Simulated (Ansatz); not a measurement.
Ansatz (a first-principles code) input (B3LYP/6-31G*):

Ansatz 0.2 input:
```yaml
crystal:
  periodic: [false, false, false]
  atoms:
    - {symbol: C, position_ang: [1.25701766, 0.12067185, 0.43988597]}
    - {symbol: C, position_ang: [0.09837859, 0.00944420, 0.03442701]}
    - {symbol: C, position_ang: [-1.16876091, -0.11219933, -0.40900103]}
    - {symbol: H, position_ang: [2.27038111, 0.21795326, 0.79450657]}
    - {symbol: H, position_ang: [-1.66656698, 0.71742539, -0.91616340]}
    - {symbol: H, position_ang: [-1.72362625, -1.04287896, -0.27021486]}
basis:
  gaussian:
    orbitals: 6-31G*
hamiltonian:
  xc: {name: B3LYP}
total_charge: 1
phonons: {temperatures: {t_min: 298.15, t_max: 298.15, t_step: 100}}
```

Problem. Which harmonic wavenumbers does it give?

Solution. 306, 335, 604, 898, 1047, 1126, 1158, 1491, 2150, 3137, 3235, 3396 cm⁻¹ (unscaled; negative means imaginary).
